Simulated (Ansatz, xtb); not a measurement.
## AlBrH3OSn: which of two structures lies lower

Structure X: a doublet given by its coordinates. Structure Y: a doublet given by its coordinates. Both are isolated molecules in the gas phase, relaxed with r2SCAN-D4/def2-SVP.

X (Å):

```xyz
7

Al   -0.8710   -2.1261    1.2683
Br    1.4081   -1.8651    2.1139
O    -1.8866   -0.8196    1.6660
Sn    1.5741   -1.5829   -0.6648
H    -1.4000   -3.5925    1.4808
H    -1.7006    0.1185    1.7371
H    -0.2832   -2.0124   -0.3767
```

Close contacts (Å): Al1–Br2 2.44, Al1–O3 1.70, Al1–Sn4 3.16, Br2–Sn4 2.80, Al1–H5 1.57, Al1–H7 1.75, O3–H6 0.96, Sn4–H7 1.93.

Y (Å):

```xyz
7

Al   -1.5353   -0.9849    1.3477
Br   -0.1986    1.1095    1.5784
O    -0.0138   -1.9925    1.0650
Sn    1.6966   -0.6593    0.5263
H    -2.1482   -1.3602    2.7641
H     0.2020   -2.6428    1.7485
H    -2.3704   -0.8327    0.0124
```

Close contacts (Å): Al1–Br2 2.50, Al1–O3 1.85, Br2–Sn4 2.80, O3–Sn4 2.23, Al1–H5 1.59, Al1–H7 1.58, O3–H6 0.97.

Problem. Estimate which is lower in electronic energy at CCSD(T)/def2-SVP + ΔMP2/def2-TZVPP, and by roughly how much.

Solution. Too close to call at this level: CCSD(T)/def2-SVP + ΔMP2/def2-TZVPP gives E(Y) − E(X) = −0.56 kcal/mol.

How the difference moves with the method:

```json
{"level": "r2SCAN-D4/def2-SVP", "geometry": "r2SCAN-D4/def2-SVP", "E(Y) − E(X) (kcal/mol)": "−3.07", "departure from the last row (kcal/mol)": "−2.50", "job, with rough time for the two": "optimisation, 5.9 min"}
{"level": "HF/def2-SVP", "geometry": "r2SCAN-D4/def2-SVP", "E(Y) − E(X) (kcal/mol)": "−7.37", "departure from the last row (kcal/mol)": "−6.81", "job, with rough time for the two": "part of the CCSD(T) run"}
{"level": "MP2/def2-SVP", "geometry": "r2SCAN-D4/def2-SVP", "E(Y) − E(X) (kcal/mol)": "−6.13", "departure from the last row (kcal/mol)": "−5.57", "job, with rough time for the two": "part of the CCSD(T) run"}
{"level": "CCSD(T)/def2-SVP", "geometry": "r2SCAN-D4/def2-SVP", "E(Y) − E(X) (kcal/mol)": "−5.71", "departure from the last row (kcal/mol)": "−5.15", "job, with rough time for the two": "single point"}
{"level": "CCSD(T)/def2-SVP + ΔMP2/def2-TZVPP", "geometry": "r2SCAN-D4/def2-SVP", "E(Y) − E(X) (kcal/mol)": "−0.56", "departure from the last row (kcal/mol)": "", "job, with rough time for the two": "single point, 2.2 min"}
```

The largest departure from CCSD(T)/def2-SVP + ΔMP2/def2-TZVPP is that of HF/def2-SVP, 6.81 kcal/mol. Levels run at GFN2-xTB geometries aren't shown. The last row adds to CCSD(T) the change of the MP2 difference between the two basis sets, here +5.15 kcal/mol, a large step that makes the value less sure.

With harmonic frequencies from r2SCAN-D4/def2-SVP (ideal gas, rigid rotor, one conformer each, 298.15 K, 1 atm): the zero-point term adds +0.51 kcal/mol; ΔH is −0.31 and ΔG +0.39 kcal/mol.

Open shells are spin-unrestricted. The correlated steps freeze 19 core orbitals; the filled d shell of Br and Sn is correlated, in a basis made for valence electrons. Atoms past krypton carry core potentials in the def2 sets and no spin–orbit term is included. Codes used: Ansatz 0.2.0; the last row on 2 threads of Arm Neoverse V2 on a shared host.
